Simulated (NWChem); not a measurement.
**Correlation energy of HSi (+1)**

```xyz
2

Si     0.0000     0.0000     0.1028
H      0.0000     0.0000    -1.4391
```
Charge +1, spin multiplicity 1.

The numbers come from NWChem runs, not from measurements. Structure: optimised with PBE/def2-SVP, a minimum by its harmonic frequencies.

Basis set: def2-SVP. Each correlation energy counts from its own Hartree-Fock reference.

```tsv
method	correlation energy (mHa)	difference from CCSD(T)
MP2	-58.2	+24.7
SCS-MP2	-67.1	+15.8
CR-CCSD[T]	-82.8	+0.1
CR-CCSD(T)	-82.8	+0.1
CCSD	-81.7	+1.1
CCSD+T(CCSD)	-82.9	0.0
CCSD(T)	-82.9	0.0
CCSDT	-83.2	-0.4
```

The values span 25.1 mHa, from CCSDT (lowest) to MP2 (highest). 

The correlated methods keep 5 core orbitals frozen. The structure started from a generated list of species. No row is a measurement; the coupled-cluster row has its own basis-set and correlation limits.
